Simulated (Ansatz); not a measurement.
Input file for ClFH$_{2}$NNbS, SMILES `[NH2][Nb]([F])(=[S])[Cl]`:

```yaml
crystal:
  periodic: [false, false, false]
  atoms:
    - {symbol: N, position_ang: [-0.741120, 0.647196, 0.696545]}
    - {symbol: Nb, position_ang: [0.479577, -0.431649, -0.345999]}
    - {symbol: F, position_ang: [1.815532, -1.120620, 0.753031]}
    - {symbol: S, position_ang: [-0.730435, -1.980895, -1.165079]}
    - {symbol: Cl, position_ang: [1.399697, 0.850429, -2.004721]}
    - {symbol: H, position_ang: [-1.736283, 0.514539, 0.796999]}
    - {symbol: H, position_ang: [-0.425870, 1.452900, 1.223524]}
basis:
  gaussian: {orbitals: def2-TZVPP}
correlation: {method: ccsd_t}
output: {orbitals: {seedname: orbitals}}
```

```sh
$ ansatz run in.yaml --threads 4 --pin off --events-out ev --progress --plain --max-ram 10444MiB
```

Log, shortened:

```
Functional definition: HF
1428 factors; integrals over basis functions are off by at most 9.7e-4 eV
mean field evaluation 1: about -29075.0603 eV, gradient 5.9e1 eV
mean field evaluation 2: about -29075.2974 eV, gradient 5.9e1 eV
mean field evaluation 4: about -29082.3219 eV, gradient 9.7e0 eV
mean field evaluation 8: about -29082.5687 eV, gradient 9.2e-1 eV
mean field evaluation 16: about -29082.5728 eV, gradient 2.0e-6 eV
mean field -29082.57277133 eV, -1068.7648364704 hartree, gradient 2.1e-6 eV, S^2 0.000000; 0 other end points of the search recorded, 0 dependent functions left out
12 core orbitals not correlated: weight in the atoms' cores, before any rotation towards them, 1.000 or more for the frozen orbitals, at most 0.000 for the correlated occupied ones
reference -29082.57277133 eV, -1068.7648364704 hartree; 20, 20 occupied and 198, 198 virtual orbitals, 1428 factors
second order -35.56104630 eV of doubles, -0.00000000 eV of singles
cycle   1  -33.66568486 eV  change     1.9e0 eV  update   2.7e-1
cycle   2  -34.98422827 eV  change    -1.3e0 eV  update   1.9e-1
cycle   3  -35.32004265 eV  change   -3.4e-1 eV  update   4.6e-2
cycle   4  -35.34061042 eV  change   -2.1e-2 eV  update   2.1e-2
cycle   5  -35.31418936 eV  change    2.6e-2 eV  update   7.8e-3
cycle   6  -35.31202550 eV  change    2.2e-3 eV  update   3.5e-3
cycle   7  -35.31398952 eV  change   -2.0e-3 eV  update   1.6e-3
cycle   8  -35.31367693 eV  change    3.1e-4 eV  update   7.2e-4
cycle   9  -35.31378054 eV  change   -1.0e-4 eV  update   3.1e-4
cycle  10  -35.31431344 eV  change   -5.3e-4 eV  update   1.3e-4
cycle  11  -35.31404812 eV  change    2.7e-4 eV  update   7.0e-5
cycle  12  -35.31390707 eV  change    1.4e-4 eV  update   4.3e-5
cycle  13  -35.31398958 eV  change   -8.3e-5 eV  update   1.9e-5
cycle  14  -35.31396375 eV  change    2.6e-5 eV  update   8.0e-6
perturbative correction -1.95713799 eV, -0.0719234947 hartree
Total energy: -29119.84387307 eV, -1070.1345241963 hartree
```

Run time 2.6 min (4 threads of an AMD EPYC 7R43 on a shared host); peak host memory 4.4 GiB.

Correlation energy per correlated electron: -0.932 eV. T1 diagnostic: 0.0227.
